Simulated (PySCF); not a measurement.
Isomers of C8H18 and their computed core-level spectra.

Computed with delta-SCF UKS SCAN, pcX-2 on the ionised atom, pcseg-1 elsewhere, spin-free X2C in PySCF. Geometries: PBE0-D3(BJ)/def2-SVP; isolated species, one conformer each.

Line lists (1s up to Mg, 2p3/2 beyond; areas count atoms within a level, one atom standing for each set equivalent by bonding):
1. C 1s: 290.21 (area 2), 290.23 (area 2), 290.38 (area 2), 290.45 (area 2) eV
2. C 1s: 290.10 (area 2), 290.28 (area 4), 290.35 (area 2) eV
3. C 1s: 290.10 (area 6), 290.28 (area 2) eV

Structures:
A. `CC(C)CCC(C)C` (2,5-dimethylhexane)
B. `CC(C)(C)C(C)(C)C` (tetramethylbutane)
C. `CCCCCCCC` (octane)

Which list belongs to which compound?

- 1 = C: no other candidate has these counts of sites. C 1s: 290.21 chain CH2 carbon (×2), 290.23 chain CH2 carbon (×2), 290.38 chain CH2 carbon (×2), 290.45 methyl carbon (×2).
- 2 = A: no other candidate has these counts of sites. C 1s: 290.10 chain CH2 carbon (×2), 290.28 methyl carbon (×4), 290.35 sp3 CH carbon (×2).
- 3 = B: no other candidate has these counts of sites. C 1s: 290.10 methyl carbon (×6), 290.28 quaternary sp3 carbon (×2).
